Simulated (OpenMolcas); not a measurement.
Computed levels of F3+

```json
{
 "Program": "OpenMolcas 26.06",
 "Method": "SS-RASPT2, IPEA 0.25 Eh, imaginary shift 0.1 Eh (closed shells correlated: 1s)",
 "Basis": "ANO-RCC-VQZP [5s4p3d2f1g]",
 "Scalar Hamiltonian": "DKH2, point nucleus",
 "Active space": "4 electrons in 9 orbitals (RAS2 2s 2p; RAS3 3d, at most 2 electrons)",
 "State averaging": "2S+1 = 3 even, 3 roots; 2S+1 = 1 even, 6 roots; 2S+1 = 5 odd, 1 root; 2S+1 = 3 odd, 9 roots; 2S+1 = 1 odd, 8 roots",
 "Spin-orbit coupling": "RASSI with atomic mean-field integrals over the reference wave functions, term energies averaged over their components"
}
```

Spin-free terms above the lowest, with the occupations of the reference:

```
Configuration  Term  E (cm-1)              Occupations
      2s2 2p2    3P       0.0  2s 1.96 2p 2.03 3d 0.01
      2s2 2p2    1D     25314  2s 1.96 2p 2.03 3d 0.01
      2s2 2p2    1S     53769  2s 1.88 2p 2.11 3d 0.01
       2s 2p3   5S*     72476          2s 1.00 2p 3.00
       2s 2p3   3D*    147369  2s 1.00 2p 2.98 3d 0.01
       2s 2p3   3P*    175268  2s 1.00 2p 2.98 3d 0.01
       2s 2p3   1D*    229414  2s 1.00 2p 2.98 3d 0.03
       2s 2p3   3S*    239031  2s 0.98 2p 3.00 3d 0.02
       2s 2p3   1P*    258720  2s 1.00 2p 2.99 3d 0.02
```

With spin-orbit coupling, above the lowest level:

| Configuration | Term | J | E (cm-1) | Measured (cm-1) | Term weight % |
| --- | --- | --- | --- | --- | --- |
| 2s2 2p2 | 3P | 0 | 0.0 | 0.0 | 100 |
| 2s2 2p2 | 3P | 1 | 215 | 225 | 100 |
| 2s2 2p2 | 3P | 2 | 628 | 613 | 100 |
| 2s2 2p2 | 1D | 2 | 25741 | 25241 | 100 |
| 2s2 2p2 | 1S | 0 | 54199 | 53544 | 100 |
| 2s 2p3 | 5S* | 2 | 72897 |  | 100 |
| 2s 2p3 | 3D* | 1 | 147787 | 147902 | 100 |
| 2s 2p3 | 3D* | 2 | 147787 | 147889 | 100 |
| 2s 2p3 | 3D* | 3 | 147793 | 147842 | 100 |
| 2s 2p3 | 3P* | 0 | 175691 |  | 100 |
| 2s 2p3 | 3P* | 1 | 175692 | 175242 | 100 |
| 2s 2p3 | 3P* | 2 | 175696 | 175237 | 100 |
| 2s 2p3 | 1D* | 2 | 229839 |  | 100 |
| 2s 2p3 | 3S* | 1 | 239449 |  | 100 |
| 2s 2p3 | 1P* | 1 | 259150 | 257390 | 100 |

Against the 10 measured excited levels shown (Moore, Atomic Energy Levels, vol. I, NSRDS-NBS 35 (1971 reprint of NBS Circular 467, 1949)) the mean absolute deviation is 410 cm-1; the largest miss in energy is 2s 2p3 1P* 1: computed 259150, measured 257390 cm-1 (+0.7 %), and the largest in proportion 2s2 2p2 3P1 (-4.7 %).

Spin-orbit coupling puts the lowest level 423 cm-1 below the lowest spin-free term.

For 3P the intervals divided by the larger J are 214.7, 206.5 cm-1. Landé's interval rule makes them equal in pure LS coupling; they differ by 4 % of their mean. The multiplet is regular.

Active for correlation alone: 3d; no level in the range computed is led by a configuration that fills it, so any true level of that kind is missing. Measured partners are found by configuration, term and J. A level has none where our copy of the source lacks it or the pairing is in doubt (some pairs that miss far off the trend of their configuration count as doubtful), and it then counts in no deviation. Only configurations of the active space appear. The first state left out of the spin-orbit step lies near 350000 cm-1 above the lowest spin-free state of the reference (among the parities and spins computed), and the list stops at four fifths of that energy or lower.

The term weight is that of the spin-free term in the level, not the purity of its configuration. * marks odd parity.
